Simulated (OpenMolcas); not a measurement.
## Ne IV: effect of the active space

```yaml
Program: OpenMolcas 26.06
Method: CASSCF or its RAS form
Basis: ANO-RCC-VTZP
Scalar_Hamiltonian: DKH2, point nucleus
Spin-orbit_coupling: RASSI with atomic mean-field integrals over the reference wave functions, term energies averaged over their components
```

A. 3 electrons in 3 orbitals (2p); 2S+1 = 4 odd, 1 root; 2S+1 = 2 odd, 8 roots; cost of the order of 2.6 core-seconds
B. 5 electrons in 4 orbitals (2s 2p); 2S+1 = 4 odd, 1 root; 2S+1 = 2 odd, 8 roots; 2S+1 = 4 even, 3 roots; 2S+1 = 2 even, 6 roots; cost roughly 10 core-seconds
C. 5 electrons in 8 orbitals (2s 2p 3s 3p); 2S+1 = 4 odd, 1 root; 2S+1 = 2 odd, 8 roots; 2S+1 = 4 even, 3 roots; 2S+1 = 2 even, 6 roots; cost about 20 core-seconds
D. 5 electrons in 9 orbitals (RAS2 2s 2p; RAS3 3d, at most 2 electrons); 2S+1 = 4 odd, 1 root; 2S+1 = 2 odd, 8 roots; 2S+1 = 4 even, 3 roots; 2S+1 = 2 even, 6 roots; cost about 26 core-seconds

Energies in cm-1 above 2s2 2p3 4S* 3/2.

| Level | A | B | C | D |
| --- | --- | --- | --- | --- |
| 2s2 2p3 4S* 3/2 | 0.0 | 0.0 | 0.0 | 0.0 |
| 2s2 2p3 2D* 3/2 | 44957 | 44947 | 45010 | 44070 |
| 2s2 2p3 2D* 5/2 | 44976 | 44978 | 45056 | 44095 |
| 2s2 2p3 2P* 1/2 | 74696 | 62487 | 61586 | 66044 |
| 2s2 2p3 2P* 3/2 | 74721 | 62499 | 61628 | 66050 |

Among A to D the level of the table that moves most is 2s2 2p3 2P* 1/2, by 13000 cm-1 (lowest in C, highest in A).

With the s shell closed, the reference lacks s² → p² mixing (holds for A). Active for correlation alone: 3p 3s; no level in the range computed is led by a configuration that fills them, so any true level of that kind is missing (holds for C). Active for correlation alone: 3d; no level in the range computed is led by a configuration that fills it, so any true level of that kind is missing (holds for D). Levels of configurations outside the active space are missing. Levels that lie high or do not pair safely by name in every column are left out.

* marks odd parity.
